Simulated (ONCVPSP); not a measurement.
**sulfur, ONCV: configuration errors across variants**

| Item | Value |
| --- | --- |
| Element | S |
| Generator | ONCVPSP 4.0.1 |
| Type | optimised norm-conserving Vanderbilt (ONCV) |
| Functional | PBEsol |
| Relativity | non-relativistic |
| Frozen core | [Ne] |
| Valence charge | 6 |
| Reference configuration | 3s2 3p3.75 (charge +0.25) |
| Partial waves | 3s: rc 1.40 bohr, ncon 4, nbas 8, qcut 3.7 1/bohr, 2 projectors, debl 0.3 Ha; 3p: rc 1.40 bohr, ncon 4, nbas 8, qcut 6.1 1/bohr, 2 projectors, debl 2.9 Ha; d scattering state at 0.44 Ha: rc 1.35 bohr, ncon 5, nbas 9, qcut 7.4 1/bohr, 2 projectors, debl 1.5 Ha |
| Local potential | polynomial inside 1.00 bohr (lpopt 5, dvloc0 0 Ha) |
| Core correction | Teter function, fcfact 2.75, rcfact 1.55 |

In the s channel the program set the typed energies aside and used -0.717, 0.250 Ha.

All-electron excitation energies from the reference (eV): (1) 3s2 3p4 -2.032; (2) 3s2 3p3 9.715; (3) 3s2 3p2 31.968; (4) 3s0 3p6 18.387.

1 further variants failed, have other tests or another functional or relativity, and are left out.

A true bound ghost makes a file unfit for plane-wave use even where its test errors are small: the radial tests pick states by their node count and pass the ghost by.

Errors AE − PS in meV (a dash: test not solved or not reliable):

```csv
change,(1),(2),(3),(4),bound ghosts,GHOST(+) flags above zero
base,+0.1,+1.2,+10,-15,none,s
"all radii but the core radius scaled by about 0.84 (s 1.18, p 1.18, d 1.14 bohr); local potential polynomial inside 0.84 bohr (lpopt 5, dvloc0 0 Ha)",+0.1,+1.0,+7.9,-4.8,none,"s, p, d"
d: nbas 8,+0.1,+1.2,+10,-15,none,s
p: nproj 3,+0.1,+1.1,+10,-15,p,"s, p"
s: qcut 4.6; p: qcut 7.5; d: qcut 9.1,+0.1,+1.1,+9.5,-8.1,none,s
s: debl 1.25,+0.1,+1.2,+10,-15,none,s
"local potential polynomial inside 0.90 bohr (lpopt 5, dvloc0 1 Ha)",+0.1,+1.2,+10,-15,none,s
d: qcut 7.1,+0.1,+1.2,+10,-15,none,s
d: rc 1.06,+0.1,+1.2,+10,-15,none,"s, d"
```

Question: Give the same row for: core correction none.

Answer: +0.1, +1.4, +16, +12; bound ghosts: none; GHOST(+) flags above zero: s.
